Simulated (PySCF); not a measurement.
Zr(Me)(H)3 (CH6Zr), SMILES [CH3][ZrH3], multiplicity 1. Geometry optimised at B3LYP-D3(BJ)/def2-TZVP. The spin state was assumed, not searched. The structure was generated by enumeration; whether it is a known compound was not checked. The def2 effective core potentials stand for the cores of Zr; spin–orbit coupling is left out.

Computed with B3LYP-D3(BJ)/def2-TZVP in PySCF.

Harmonic wavenumbers (cm⁻¹): 130, 277, 277, 474, 491, 491, 580, 621, 621, 1159, 1410, 1410, 1653, 1653, 1701, 2977, 3058, 3058. Rotational constants (GHz): 39.96, 6.729, 6.729; symmetry number 3.

Work out the zero-point energy and the ideal-gas rigid-rotor harmonic-oscillator thermochemistry at 298.15 K and 1 atm.

ZPE = ½ Σ hcν = ½ × 22037 cm⁻¹ = 131.81 kJ/mol. H − E(el) = 149.07 kJ/mol. Entropy in J/(mol K): translation 167.29, rotation 85.85, vibration 40.03, total 293.16. G − E(el) = 61.66 kJ/mol. Cp = 86.88 J/(mol K). Modes under 150 cm⁻¹ make the vibrational entropy uncertain.
